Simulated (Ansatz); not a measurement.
Calculated with Ansatz (gas phase, PBE0-D4/def2-TZVP geometries, no zero-point term in ΔE). CCSD(T)/CBS adds triple-zeta CCSD(T) − MP2 to the extrapolated MP2 energy (def2 sets, frozen cores). This one scheme is used for every species, atoms too. For atomizations the MP2-based limit and the directly extrapolated one differ by several kJ/mol either way, and by 10 to 25 for some Ge, Se and Sn compounds, so smaller differences from it don't rank the levels. Open shells (•) are unrestricted, without spin–orbit coupling. Spin–orbit coupling would lower the free atoms: a little for C, Cl, F; clearly for Ge. Bonds to Ge are less sure, by a few kJ/mol each and by 10 to 20 or more in all where they break to atoms, as the def2 sets lack core-valence functions. Scalar relativity is left out up to krypton.

Reaction (atomization): `C#[C][Ge]([F])([Cl])[Cl]` → 2 C• + 2 Cl• + F• + Ge• + H•

`C#[C][Ge]([F])([Cl])[Cl]`:

Cartesian coordinates in Å:
```
C -0.447 -0.372 1.997
C -0.160 -0.169 0.847
Ge 0.257 0.160 -0.947
F 1.870 -0.341 -1.245
Cl 0.157 2.219 -1.412
Cl -0.981 -0.942 -2.257
H -0.697 -0.555 3.017
```

```json
{"species": "`C#[C][Ge]([F])([Cl])[Cl]`", "CCSD(T)/CBS(def2) energy (Eh)": "-3172.22888"}
{"species": "C•", "CCSD(T)/CBS(def2) energy (Eh)": "-37.79194"}
{"species": "Cl•", "CCSD(T)/CBS(def2) energy (Eh)": "-459.70966"}
{"species": "F•", "CCSD(T)/CBS(def2) energy (Eh)": "-99.66871"}
{"species": "Ge•", "CCSD(T)/CBS(def2) energy (Eh)": "-2076.01830"}
{"species": "H•", "CCSD(T)/CBS(def2) energy (Eh)": "-0.50000"}
```

**Question.** Work out ΔE.

**Answer.** ΔE = 2 × (-37.79194) + 2 × (-459.70966) + (-99.66871) + (-2076.01830) + (-0.50000) − (-3172.22888) = 1.03867 Eh = +651.8 kcal/mol.

Largest T1 diagnostic among the species: 0.011.

Leaving LDA and LC-ωPBE aside and taking each functional with its dispersion term where it has one, the values, not all of them listed here, spread over 55.9 kcal/mol, from BHLYP-D4 to PBE-D4. LDA lies +94.3 kcal/mol from PBE without D4, its usual overbinding. From BLYP to BHLYP (50 % exact exchange), in def2-TZVPP and without D4, ΔE moves by −25.2 kcal/mol: exact exchange takes away binding that semilocal exchange gives to molecules.
